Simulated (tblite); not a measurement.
Species: C4H9P2Si (doublet state).
Numbering: `[CH2:1]=[CH:2]/[CH:3]=[CH:4]\[Si@@H:5]([PH:6])[PH2:7]` (hydrogens: H8, H9 on C1; H10 on C2; H11 on C3; H12 on C4; H13 on Si5; H14 on P6; H15, H16 on P7)

The geometry is computed with GFN2-xTB (gas phase). This method treats the open shell by occupation alone, without spin polarisation.

Some entries are withheld. Bonds in one row agree within 0.01 Å.

```csv
coordinate,value
C1=C2,1.330 Å
C2–C3,?
C3=C4,1.336 Å
C4–Si5,?
Si5–P6,2.221 Å
Si5–P7,?
C1–H8,1.076 Å
C1–H9,1.078 Å
C2–H10,1.083 Å
C3–H11,1.085 Å
C4–H12,1.084 Å
Si5–H13,1.472 Å
P6–H14,1.393 Å
"P7–H15, P7–H16",1.383 Å
C1–C2–C3,?
C2–C3–C4,124.7°
C3–C4–Si5,?
C4–Si5–P6,?
C4–Si5–P7,103.2°
P6–Si5–P7,111.9°
```

**Question.** Estimate the withheld lengths and angles.

**Answer.** 
- C2–C3 = 1.442 Å, drawn single (both ends carbon bonded to 2 C and H); 0.02 Å below the sum of covalent radii, 1.46 Å.
- C4–Si5 = 1.888 Å, drawn single (ends: carbon bonded to C, Si and H; silicon bonded to C, 2 P and H); 0.05 Å above the sum of covalent radii, 1.84 Å.
- Si5–P7 = 2.274 Å, drawn single (ends: silicon bonded to C, 2 P and H; phosphorus bonded to Si and 2 H); 0.09 Å above the sum of covalent radii, 2.18 Å.
- C1–C2–C3 = 123.5°, at the carbon bonded to 2 C and H; the outer atoms are 2.442 Å apart.
- C3–C4–Si5 = 125.5°, at the carbon bonded to C, Si and H; the outer atoms are 2.877 Å apart.
- C4–Si5–P6 = 116.4°, at the silicon bonded to C, 2 P and H; the outer atoms are 3.497 Å apart.

Radii are Cordero's, carbon taken as 0.76, 0.73 or 0.69 Å for four, three, and two or fewer neighbours.

Its GFN2-xTB frequencies are all real (lowest 28 cm⁻¹). Torsions: C1–C2–C3–C4 180°, C3–C4–Si5–P6 54°, C4–Si5–P6–H 32°, C4–Si5–P7–H 179° and -88°. 2 starts were optimised and ended at 0.00 and 1.35 kcal/mol (GFN2-xTB); the lowest of these is shown.

The run took 1.2 s on one thread, Arm Neoverse V2 (aarch64), shared host. That covers the optimisation of the geometry.

One conformer stands for the species.
